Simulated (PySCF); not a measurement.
## A search over the determinants of TlN

Unrestricted PBE0; PySCF, scalar-relativistic core potentials, basis sets Tl def2-SVPD with ECP60, N def2-SVPD. Outer shells of the fragments: Tl 5d10 6s2 6p1; N 2s2 2p3.

Followed along the bond (rough minima from three points):

```csv
2Ms+1,unpaired,⟨S²⟩ at the start,R at minimum (Å),Te (eV)
3,π ↑↑,2.01,2.33,0.00
3,"σ ↑, π ↑",2.04,2.19,0.36
1,π ↑↓,1.00,2.32,0.56
1,"σ ↓, π ↑",1.01,2.16,0.82
5,"σ ↑, π ↑↑↑",6.01,none in the scan,≤ 1.90
```

Solutions found at the starting distance of 2.085 Å, counted from the lowest of them; the search is not exhaustive and high or unbound solutions are not listed, so other states can lie among these:

```
2Ms+1    unpaired   term  E (eV)  ⟨S²⟩  ⟨Lz²⟩  μ (D)
    3        π ↑↑    ³Σ⁻    0.00  2.01   0.00  -1.82
    3    σ ↑, π ↑     ³Π    0.08  2.04   1.01  -3.33
    1    σ ↓, π ↑  mixed    0.53  1.01   1.03  -3.51
    1        π ↑↓  mixed    0.55  1.00   2.01  -1.83
    1        none    ¹Σ⁺    1.89  0.00   0.00  -4.99
    1        none  mixed    2.12  0.00   2.00  -1.74
    5  σ ↑, π ↑↑↑     ⁵Π    2.35  6.01   1.00   0.54
    3  σ ↓, π ↑↑↑  mixed    3.31  3.02   1.00   0.36
    1  σ ↑, π ↑↓↓  mixed    3.54  2.02   3.01   0.57
    3        π ↑↑  mixed    4.10  2.01   2.01  -1.62
```

A term symbol is given only where ⟨S²⟩ and ⟨Lz²⟩ are close to those of a pure state; real π, δ and φ orbitals otherwise mix terms. A positive dipole means Tl(−)N(+).

Compare the gap between the two lowest followed solutions at the starting distance with the gap between their minima.

At PBE0 the second solution (triplet, unpaired electrons σ ↑, π ↑) lies +0.08 eV from the first (triplet, unpaired electrons π ↑↑) at 2.085 Å and +0.36 eV at the minima; the two curves relax by different amounts, since their minima lie near 2.19 and 2.33 Å.

These are scalar-relativistic numbers at best; spin–orbit coupling would shift them, the dissociation energy most.
